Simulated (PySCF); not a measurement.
C4H9FSi, SMILES CC[SiH2]/C=C\F. Atoms are numbered in the order given.

```xyz
15

C     -3.1945     0.0786    -0.1287
C     -1.8716    -0.5024    -0.6190
Si    -0.3482     0.2324     0.2128
C      1.1914    -0.5760    -0.4896
C      2.4280    -0.2670    -0.1107
F      2.6726     0.6591     0.8157
H     -3.2487     1.1650    -0.3031
H     -4.0565    -0.3781    -0.6399
H     -3.3318    -0.0836     0.9523
H     -1.7629    -0.3543    -1.7079
H     -1.8455    -1.5950    -0.4604
H     -0.4177     0.0118     1.6923
H     -0.3043     1.7116    -0.0165
H      1.1127    -1.3520    -1.2580
H      3.3551    -0.7102    -0.4912
```

Coordinates come from a PBE0-D3(BJ)/def2-SVP optimisation. The structure was generated by enumeration; whether it is a known compound was not checked. The values are those of a single conformer.

Computed with PySCF 2.14.0 with PBE0-D3(BJ)/def2-SVP.

Frequencies are harmonic and unscaled.

| mode | ν (cm⁻¹) | IR (km/mol) | moving atoms (share of kinetic energy) |
|---|---|---|---|
| 1 | 13 | 0.0 | Si 31 %, H 24 %, F 23 %, C 22 % |
| 2 | 76 | 0.4 | C 47 %, H 42 %, Si 10 % |
| 3 | 90 | 0.7 | F 30 %, C 30 %, Si 23 %, H 17 % |
| 4 | 176 | 1.5 | F 36 %, C 26 %, Si 25 %, H 13 % |
| 5 | 214 | 0.2 | H 93 % |
| 6 | 284 | 1.1 | C 64 %, H 25 %, Si 9 % |
| 7 | 340 | 8.1 | C 49 %, H 45 % |
| 8 | 494 | 13.1 | H 88 % |
| 9 | 595 | 5.7 | C 58 %, Si 17 %, H 13 %, F 11 % |
| 10 | 690 | 23.4 | C 44 %, Si 34 %, H 22 % |
| 11 | 692 | 39.4 | H 75 %, C 15 %, Si 9 % |
| 12 | 756 | 90.3 | C 47 %, H 24 %, Si 19 %, F 10 % |
| 13 | 771 | 31.6 | H 75 %, C 21 % |
| 14 | 777 | 17.9 | H 87 %, C 12 % |
| 15 | 851 | 150.3 | H 72 %, C 17 %, Si 8 % |
| 16 | 950 | 60.6 | H 95 % |
| 17 | 965 | 0.6 | H 74 %, C 26 % |
| 18 | 982 | 27.1 | H 80 %, C 19 % |
| 19 | 985 | 8.0 | H 83 %, C 15 % |
| 20 | 1044 | 81.6 | H 60 %, F 21 %, C 18 % |
| 21 | 1064 | 25.5 | C 68 %, H 31 % |
| 22 | 1245 | 66.7 | H 49 %, C 32 %, F 20 % |
| 23 | 1248 | 1.3 | H 79 %, C 21 % |
| 24 | 1258 | 5.6 | H 59 %, C 40 % |
| 25 | 1369 | 3.3 | H 71 %, C 28 % |
| 26 | 1394 | 3.0 | H 81 %, C 19 % |
| 27 | 1430 | 2.4 | H 90 %, C 10 % |
| 28 | 1473 | 4.8 | H 96 % |
| 29 | 1477 | 8.7 | H 97 % |
| 30 | 1725 | 200.8 | C 94 % |
| 31 | 2211 | 124.5 | H 96 % |
| 32 | 2215 | 81.0 | H 98 % |
| 33 | 3049 | 35.5 | H 97 % |
| 34 | 3052 | 7.4 | H 94 % |
| 35 | 3105 | 3.2 | H 91 %, C 9 % |
| 36 | 3139 | 19.4 | H 91 %, C 9 % |
| 37 | 3142 | 19.7 | H 91 %, C 9 % |
| 38 | 3193 | 3.8 | H 92 % |
| 39 | 3215 | 9.1 | H 91 %, C 9 % |
